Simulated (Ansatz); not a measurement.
Isolated molecules relaxed with PBE0-D4/def2-TZVP in Ansatz; ΔE leaves out vibrations. CCSD(T)/CBS adds triple-zeta CCSD(T) − MP2 to the extrapolated MP2 energy (def2 sets, frozen cores). This one scheme is used for every species. One conformer a species, not always the lowest.

`[AlH2][SiH2]O[SiH3]` + HCl → `[AlH2][SiH2]Cl` + silanol  (ligand exchange at the Si–O bond)

```csv
species,HF/CBS(def2) energy (Eh)
`[AlH2][SiH2]O[SiH3]`,-898.88829
HCl,-460.11403
`[AlH2][SiH2]Cl`,-992.77229
`O[SiH3]`,-366.22576
```

Question: Work out ΔE.

Answer: ΔE = (-992.77229) + (-366.22576) − (-898.88829) − (-460.11403) = 0.00427 Eh = +11.2 kJ/mol. CCSD(T)/CBS gives +2.7 kJ/mol.

Largest T1 diagnostic among the species: 0.012.

The D4 term adds +3.9 kJ/mol with B3LYP and +2.5 kJ/mol with PBE0; it sums over pairs of atoms, weighted by their polarisabilities, and B3LYP, whose exchange is more repulsive, gets the larger term.

B3LYP here is the variant with VWN-RPA as its local correlation; programs differ in this.
